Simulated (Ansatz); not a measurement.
C₂H₇InOSi, SMILES `O=C[SiH2][CH2][InH2]`, relaxed with RKS PBE0-D4/def2-TZVP in Ansatz from a PBE-D4/def2-SVP geometry. The force threshold is 0.005 eV/Å; the program also tests the step.

Total charge 0; spin multiplicity 1. In: def2 effective core potential.

Start:

```xyz
12

O    -0.379   -2.936    0.073
C     0.717   -2.405    0.041
Si    0.890   -0.461   -0.030
C    -0.772    0.304    0.362
In   -0.954    2.397   -0.253
H     1.661   -3.045    0.032
H     1.984   -0.024    0.912
H     1.369   -0.151   -1.431
H    -0.953    0.226    1.453
H    -1.540   -0.301   -0.166
H    -0.561    3.655    0.894
H    -1.462    2.741   -1.887
```

(1) How much energy does the relaxation release, and in how many steps? (Estimate.)

(2) Which bonds change most? (An estimate is asked.)

(3) Give the relaxed structure. (Best estimate.)

Results:

(1) The calculation gave: 5.89 kJ/mol, in 32 steps, 7 of them rejected.

(2) Ansatz gave: C4–In5 from 2.189 to 2.162 Å; Si3–C4 from 1.871 to 1.846 Å; C2–Si3 from 1.953 to 1.929 Å; In5–H11 from 1.747 to 1.724 Å.

(3) The calculation gave: 
```xyz
12

O    -0.187   -2.974    0.587
C     0.793   -2.389    0.199
Si    0.800   -0.491   -0.144
C    -0.843    0.283    0.189
In   -0.893    2.414   -0.172
H     1.738   -2.964    0.029
H     1.884    0.081    0.707
H     1.233   -0.326   -1.562
H    -1.110    0.101    1.234
H    -1.592   -0.196   -0.447
H    -0.488    3.483    1.118
H    -1.335    2.979   -1.740
```
